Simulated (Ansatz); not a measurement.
Calculated with Ansatz (gas phase, PBE0-D4/def2-TZVP geometries, no zero-point term in ΔE). CBS: MP2 limit from def2 TZ/QZ plus the TZ coupled-cluster correction, frozen cores. Functionals use def2-TZVPP. B3LYP here is the variant with VWN-RPA as its local correlation; programs differ in this. HSE06 is defined as in plane-wave codes. Elements past krypton have def2 core potentials. For As, Te outer-core shells are correlated without core-valence functions, which leaves a few kJ/mol of doubt a bond. Scalar relativity is left out up to krypton. Each species was taken in one conformer, which may not be the lowest.

Consider the formal exchange of groups at a Te–As bond: `C[Te][AsH]O` + `CC(O)=S` → `C[Te]C(C)=S` + `O[AsH]O`.

| level | ΔE (kcal/mol) | difference from CCSD(T)/CBS |
| --- | --- | --- |
| LDA (SPW92) | 16.1 | 4.1 |
| PBE-D4 | 14.8 | 2.8 |
| revPBE-D4 | 13.9 | 1.9 |
| BLYP-D4 | 13.1 | 1.1 |
| r2SCAN-D4 | 15.1 | 3.1 |
| B97M-V | 12.9 | 0.9 |
| B3LYP-D4 | 15.1 | 3.1 |
| r2SCANh-D4 | 15.9 | 3.9 |
| HSE06-D4 | 16.8 | 4.8 |
| BHLYP-D4 | 17.1 | 5.1 |
| CAM-B3LYP-D4 | 16.1 | 4.1 |
| ωB97X-V | 16.2 | 4.2 |
| ωB97M-V | 16.2 | 4.2 |
| B2PLYP | 13.5 | 1.5 |
| PBE-QIDH | 15.0 | 3.0 |
| PBE | 15.4 | 3.4 |
| revPBE | 15.4 | 3.4 |
| BLYP | 14.4 | 2.4 |
| r2SCAN | 15.2 | 3.2 |
| PBE0 | 17.3 | 5.3 |
| B3LYP | 16.0 | 4.0 |
| r2SCANh | 16.1 | 4.1 |
| r2SCAN0 | 17.2 | 5.2 |
| BHLYP | 17.8 | 5.8 |
| CAM-B3LYP | 16.6 | 4.6 |
| LC-ωPBE | 17.3 | 5.3 |
| RPA@PBE/def2-TZVPP | 10.6 | -1.4 |
| HF/def2-SVP | 26.9 | 14.9 |
| MP2/def2-SVP | 18.2 | 6.2 |
| CCSD/def2-SVP | 20.8 | 8.8 |
| CCSD(T)/def2-SVP | 19.8 | 7.8 |
| HF/def2-TZVPP | 20.8 | 8.8 |
| MP2/def2-TZVPP | 9.7 | -2.3 |
| SCS-MP2/def2-TZVPP | 10.4 | -1.6 |
| CCSD(T)/def2-TZVPP | 11.8 | -0.2 |
| HF/def2-QZVPP | 20.1 | 8.1 |
| MP2/def2-QZVPP | 9.6 | -2.4 |
| SCS-MP2/def2-QZVPP | 10.2 | -1.8 |
| HF/CBS(def2) | 20.0 | 8.0 |
| MP2/CBS(def2) | 9.9 | -2.1 |
| CCSD(T)/CBS | 12.0 | 0 |

Largest T1 diagnostic among the species: 0.017.

At CCSD(T), def2-SVP lies +7.8 kcal/mol from the extrapolated value and def2-TZVPP −0.2 kcal/mol. Leaving LDA and LC-ωPBE aside and taking each functional with its dispersion term where it has one, the values spread over 4.2 kcal/mol, from B97M-V to BHLYP-D4. LDA lies +0.8 kcal/mol from PBE without D4.
